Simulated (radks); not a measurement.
Question: Sb XLV, configuration [He] 2s2 2p3. Method: non-relativistic Kohn-Sham, LDA (Slater exchange, Perdew-Wang correlation), spin-unpolarised, spherical densities, point nucleus; relativity is left out, which matters for an element this heavy; computed with a radial shooting solver on a logarithmic mesh with Libxc functionals. Some entries of the table are withheld. Estimate them.

| orbital | occ. | eigenvalue (hartree) | r(max) (bohr) |
|---|---|---|---|
| 1s | 2 | -1201.345 | 0.01975 |
| 2s | 2 | -272.4771 | (1) |
| 2p | 3 | (2) | 0.08288 |

Answer: 
(1) 2s r(max) (bohr): 0.1067
(2) 2p eigenvalue (hartree): -266.1667
